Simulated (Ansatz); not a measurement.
A nudged elastic band was laid between two geometries of H$_{4}$NPSeSi (8 atoms, charge 0, multiplicity 1).

All numbers below come from Ansatz, UKS B3LYP-D4/def2-SVP.

```json
{
 "movable images": "9",
 "climbing image": "yes",
 "spring": "5.0 eV/Å²",
 "optimiser": "quadratic models (default)",
 "start path": "through a guess of the saddle point",
 "force threshold": "0.05 eV/Å",
 "iteration limit": "57",
 "end points": "relaxed"
}
```

Initial state:

```xyz
8
Properties=species:S:1:pos:R:3
N -0.260 -0.644 0.637
Si -0.584 0.869 -0.168
Se 1.589 0.917 -0.945
P 1.396 -1.080 0.290
H -0.687 -0.999 1.487
H -1.613 0.821 -1.248
H -0.954 1.978 0.759
H 1.207 -1.919 -0.868
```

Final state:

```xyz
8
Properties=species:S:1:pos:R:3
N -0.015 -0.872 0.424
Si -0.389 0.804 -0.284
Se 1.749 1.436 -0.211
P 1.642 -0.919 -0.644
H 0.132 -0.913 1.441
H -1.050 0.523 -1.580
H -1.326 1.511 0.647
H -0.651 -1.627 0.151
```

Question: What changes between the two ends?

Answer: Bonds broken: P4–H8. Bonds formed: N1–H8.

Question: What energy profile does the band end with?

Answer: The forces met the threshold. The highest image is number 5 of 0 to 10, 54.4 kcal/mol above the first end and 28.0 kcal/mol above the last; the last end lies 26.4 kcal/mol above the first. The profile has 2 maxima (images 5, 8) with wells between them (image 7): this band takes more than one step, which may be the mechanism or a detour left from its start path. A vibrational analysis at the climbing image gives one clearly imaginary mode, 1558i cm⁻¹: a first-order saddle point. The orbitals were unrestricted but ended closed-shell.

```tsv
image	path coordinate (Å)	energy (kcal/mol)	P4–H8 (Å)	N1–H8 (Å)
0	0.00	0.0	1.44	2.46
1	0.27	0.7	1.44	2.41
2	0.55	6.8	1.41	2.17
3	0.82	22.2	1.40	1.89
4	1.10	42.9	1.45	1.60
5	1.37	54.4	1.60	1.30
6	2.02	31.7	2.28	1.02
7	2.67	28.7	2.61	1.03
8	3.32	31.4	2.53	1.02
9	3.96	29.0	2.49	1.02
10	4.61	26.4	2.53	1.02
```

Question: What is the geometry of the highest image?

Answer: 
```xyz
8
Properties=species:S:1:pos:R:3
N -0.215 -0.805 0.399
Si -0.519 0.810 -0.266
Se 1.598 0.978 -1.100
P 1.790 -0.854 0.413
H -0.653 -1.210 1.227
H -1.622 0.839 -1.267
H -0.845 1.780 0.823
H 0.556 -1.594 -0.283
```

The run took 8.7 min on 2 threads of Intel(R) Xeon(R) Platinum 8488C (Sapphire Rapids) (shared host), peak memory 0.38 GiB.
